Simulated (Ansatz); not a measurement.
Al₄H₄⁻ (the lowest doublet isomer of a short search). Charge -1, multiplicity 2. Geometry PBE-D4/def2-SVPD, basis def2-TZVPD, Ansatz.

Cartesian coordinates in Å:
```
Al 0.824 -0.771 -0.817
Al -1.738 0.262 -1.696
Al 1.449 -0.157 1.551
Al -0.806 0.692 0.651
H 2.288 -0.074 2.951
H -2.281 -0.096 0.057
H 1.529 -1.619 -2.011
H -1.265 1.763 -0.686
```

```
run  HOMO (eV)  LUMO (eV)
  A      -0.97       1.30
  B      -0.27       0.58
  C      -0.60       0.93
  D      -0.53       0.84
  E      -0.26       0.68
```

HSE06 is defined as in plane-wave codes, on full-range PBE exchange. The structure comes from a short search, and lower isomers may exist.

HOMO and LUMO are taken over both spins.

Task: The runs used HSE06, PBE, PBE0, r2SCAN, revPBE. Estimate which is which.

Result: A PBE0 (25 % exact exchange); B PBE (0 % exact exchange); C HSE06 (range-separated); D r2SCAN (0 % exact exchange); E revPBE (0 % exact exchange). Exact exchange lowers occupied and raises empty levels; among semilocal functionals meta-GGAs tend to open the gap a little, and such runs are hard to tell apart. The gap grows from 0.86 eV (PBE) to 2.26 eV (PBE0).
